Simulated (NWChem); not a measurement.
## Polarisability of FGa

```
Ga
F 1 1.7982
```
Charge 0, spin multiplicity 1.

The numbers come from NWChem runs, not from measurements. The geometry was optimised at PBE/def2-SVP, a minimum by its harmonic frequencies.

Basis set: def2-SVPD. The field's frequency is 0.0773 Ha (589 nm).

```json
[
 {"method": "PBE", "isotropic polarisability (bohr³)": "36.13", "difference from CCSD linear response": "-1.23"},
 {"method": "PBE0", "isotropic polarisability (bohr³)": "35.87", "difference from CCSD linear response": "-1.48"},
 {"method": "HF", "isotropic polarisability (bohr³)": "38.02", "difference from CCSD linear response": "+0.66"},
 {"method": "B3LYP", "isotropic polarisability (bohr³)": "35.11", "difference from CCSD linear response": "-2.25"},
 {"method": "CCSD linear response", "isotropic polarisability (bohr³)": "37.36", "difference from CCSD linear response": "0.00"}
]
```

The values span 2.91 bohr³, from B3LYP (lowest) to HF (highest). 

The Hamiltonian is non-relativistic. The correlated methods keep 10 core orbitals frozen. B3LYP has NWChem's definition, with VWN1-RPA local correlation. The structure started from a generated list of species. Coupled-cluster values serve here as a point of comparison, not as the truth.
